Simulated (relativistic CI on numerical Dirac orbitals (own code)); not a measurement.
Mn²⁺: resonant inelastic scattering at the L2,3 edge

Computed with this model: Dirac-Coulomb-Breit CI, orbitals from a KLI potential per configuration, model QED, valence Slater integrals scaled by 0.8, Kramers-Heisenberg scattering through one core-hole configuration in a parametric crystal field; configurations [Ar] 3d5 → [He] 2s2 2p5 3s2 3p6 3d6; 80 K; core-hole width 0.4 eV; summed over polarisations. Incident energies are the highest absorption maxima for each field (at most a few, so the weaker spin-orbit partner edge can be absent), on the computed scale of the free ion. Intensities are in per cent of the strongest line above 0.02 eV; levels within 1 cm⁻¹ are merged; final levels count from the ground level, the first row holds all elastic scattering, lines under 0.4 are left out and each table stops after 24 rows. The scale of the Slater integrals is a model choice and moves the terms in proportion.

Field parameters in Wybourne normalisation: Oh B⁴₀ = 21Dq, B⁴₄ = √(5/14) B⁴₀. The field is a parameter set, without covalency.

S is read from ⟨S²⟩ = S(S + 1).

Oh, 10Dq = 3250 cm⁻¹:

| Final level (eV) | Degeneracy | Irrep | S | 642.1 eV | 643.3 eV | 654.1 eV |
| --- | --- | --- | --- | --- | --- | --- |
| 0.000 | 6 | Γ7+Γ8 | 2.50 | 2959.4 | 455.2 | 229.9 |
| 2.905 | 2 | Γ7 | 1.50 | 5.2 | 5.0 | 1.0 |
| 2.907 | 4 | Γ8 | 1.50 | 19.1 | 16.2 | 5.8 |
| 2.911 | 4 | Γ8 | 1.50 | 20.1 | 3.6 | 2.8 |
| 2.915 | 2 | Γ6 | 1.50 | 20.9 | 1.3 | 6.0 |
| 3.073 | 2 | Γ7 | 1.50 | 4.0 | 1.3 | 0.4 |
| 3.077 | 4 | Γ8 | 1.50 | 15.2 | 5.5 | 5.3 |
| 3.080 | 2 | Γ6 | 1.50 | 1.5 | 1.0 | 1.0 |
| 3.081 | 4 | Γ8 | 1.50 | 8.9 | 2.6 | 3.7 |
| 3.112 | 4 | Γ8 | 1.50 | 6.1 | 4.3 | 1.9 |
| 3.112 | 2 | Γ7 | 1.50 | 2.3 | 2.0 | 0.4 |
| 3.113 | 4 | Γ8 | 1.50 | 14.8 | 3.8 | 5.4 |
| 3.114 | 2 | Γ6 | 1.50 | 9.7 | 3.5 | 3.7 |
| 3.748 | 4 | Γ8 | 1.50 | 37.7 | 32.4 | 33.5 |
| 3.763 | 2 | Γ7 | 1.50 | 11.1 | 14.6 | 15.4 |
| 3.765 | 4 | Γ8 | 1.50 | 40.6 | 23.2 | 10.4 |
| 3.778 | 2 | Γ6 | 1.50 | 25.7 | 9.9 | 2.9 |
| 3.820 | 2 | Γ6 | 1.50 | 6.5 | 13.2 | 41.5 |
| 3.834 | 4 | Γ8 | 1.50 | 16.4 | 21.5 | 100.0 |
| 3.843 | 2 | Γ7 | 1.50 | 10.4 | 8.6 | 52.1 |
| 3.851 | 4 | Γ8 | 1.50 | 47.3 | 20.0 | 27.2 |
| 3.890 | 2 | Γ6 | 1.50 | 3.3 | 3.9 | 41.0 |
| 3.898 | 4 | Γ8 | 1.50 | 16.8 | 17.0 | 43.3 |
| 3.902 | 2 | Γ7 | 1.50 | 13.3 | 8.8 | 13.5 |

Oh, 10Dq = 7350 cm⁻¹:

```tsv
Final level (eV)	Degeneracy	Irrep	S	641 eV	642.2 eV	643.2 eV
0.000	6	Γ7+Γ8	2.50	654.0	7507.2	1141.5
2.459	2	Γ7	1.50	1.5	10.0	13.4
2.461	4	Γ8	1.50	4.6	37.8	36.2
2.469	4	Γ8	1.50	1.6	22.0	28.0
2.474	2	Γ6	1.50	0.9	28.1	7.4
2.909	2	Γ7	1.50	0.3	11.2	14.7
2.913	4	Γ8	1.50	0.8	32.7	39.2
2.923	2	Γ6	1.50	2.0	3.1	12.9
2.924	4	Γ8	1.50	1.7	24.1	16.2
3.111	4	Γ8	1.50	0.9	17.8	15.8
3.112	2	Γ7	1.50	1.0	5.7	2.5
3.113	6	Γ6+Γ8	1.50	4.1	49.3	15.6
3.277	2	Γ7	0.51	0.0	2.0	5.2
3.336	4	Γ8	0.51	0.0	1.4	4.2
3.650	4	Γ8	1.50	1.3	89.3	100.0
3.652	2	Γ6	1.50	0.6	14.5	65.7
3.681	4	Γ8	1.50	4.2	22.5	69.6
3.694	2	Γ7	1.48	4.6	15.9	23.8
3.878	2	Γ7	0.93	0.2	4.2	8.2
3.879	2	Γ7	1.23	0.7	10.8	18.2
3.880	4	Γ8	1.40	1.6	26.7	39.8
3.884	2	Γ6	1.46	0.7	13.1	27.3
3.897	4	Γ8	0.68	0.2	4.2	6.6
3.927	2	Γ6	0.58	0.1	0.5	2.3
```

For the first field the strongest loss at the lowest incident energy is the level at 3.85 eV (S = 1.50, against 2.50 in the thermal ground state). Levels of other spin, the first over 8 % at 2.91 eV, appear because spin-orbit coupling of the core hole, and in heavier ions of the valence shell too, mixes spins.
